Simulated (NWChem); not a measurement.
# SnSiH$_{4}$S, singlet; SMILES [SiH3][Sn][SH]

```xyz
7

Sn     0.7203    -0.1746     0.0001
S     -1.3121    -1.5229     0.0002
H     -0.6941    -2.7267    -0.0034
Si    -0.7939     2.0245     0.0001
H     -2.2673     1.7566     0.0268
H     -0.4906     2.8457    -1.2193
H     -0.4522     2.8770     1.1874
```
Atoms are numbered in this order, from 1.

Program: NWChem. Low-valent species are run as closed-shell singlets; no triplet was tried in these runs. All runs use the structure optimised with PBE0/def2-SVP. def2 effective core potentials on Sn; no spin-orbit coupling. Vertical excitations in the gas phase; the lowest state need not have the same character in each row.

```json
[
 {"level": "PBE/def2-SVP, TDA", "lowest excitation, singlet (eV)": "2.39", "oscillator strength of that lowest state": "0.005", "lowest state with f > 0.02, singlet (eV)": "4.02", "oscillator strength of that bright state": "0.041", "orbital gap (eV)": "2.03"},
 {"level": "B3LYP/def2-SVP, TDA", "lowest excitation, singlet (eV)": "2.42", "oscillator strength of that lowest state": "0.006", "lowest state with f > 0.02, singlet (eV)": "4.12", "oscillator strength of that bright state": "0.037", "orbital gap (eV)": "3.23"},
 {"level": "PBE0/def2-SVP, TDA", "lowest excitation, singlet (eV)": "2.47", "oscillator strength of that lowest state": "0.007", "lowest state with f > 0.02, singlet (eV)": "___", "oscillator strength of that bright state": "0.034", "orbital gap (eV)": "___"},
 {"level": "BHandHLYP/def2-SVP, TDA", "lowest excitation, singlet (eV)": "2.50", "oscillator strength of that lowest state": "0.009", "lowest state with f > 0.02, singlet (eV)": "4.43", "oscillator strength of that bright state": "0.026", "orbital gap (eV)": "5.13"}
]
```

Problem. Complete the blanks.

Solution. 
- PBE0/def2-SVP, TDA, lowest state with f > 0.02, singlet (eV): 4.22
- PBE0/def2-SVP, TDA, orbital gap (eV): 3.61
